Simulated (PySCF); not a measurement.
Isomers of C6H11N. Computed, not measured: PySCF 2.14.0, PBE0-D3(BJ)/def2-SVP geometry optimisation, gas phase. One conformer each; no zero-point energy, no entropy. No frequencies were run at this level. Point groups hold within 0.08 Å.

Question: Order them by energy at this level, lowest first, and give relative energies in kcal/mol.
A. `[CH2:1]=[N:2][CH:3]1[CH2:4][CH2:5][CH2:6][CH2:7]1` with C1–N2–C3–C4 119°, N2–C3–C4–C5 138°, C3–C4–C5–C6 -38°, C4–C5–C6–C7 42°, C5–C6–C7–C3 -30°
B. `[H]/[N:7]=[C:6]1\[C@H:2]([CH3:1])[CH2:3][CH2:4][CH2:5]1` with C1–C2–C3–C4 -162°, C2–C3–C4–C5 40°, C3–C4–C5–C6 -29°, C4–C5–C6–N7 -174°
C. `[CH3:1][CH2:2][CH2:3][CH2:4][CH2:5][C:6]#[N:7]` with C1–C2–C3–C4 180°, C2–C3–C4–C5 180°, C3–C4–C5–C6 -62° (hexanenitrile)

Answer: B (0.0), C (7.0), A (13.4).

As drawn, the lowest has an N–H bond, which the highest lacks.

```
             SMILES      E (Eh)  E rel (kcal/mol)  dipole (D)  point group      A, B, C (MHz)
[H]/N=C1/CCC[C@H]1C  -289.46567               0.0        2.34           C1   3512, 2864, 1704
           CCCCCC#N  -289.45455               7.0        3.87           C1  5460, 1122, 985.6
         C=NC1CCCC1  -289.44426              13.4        1.22           C1   5947, 1833, 1562
```
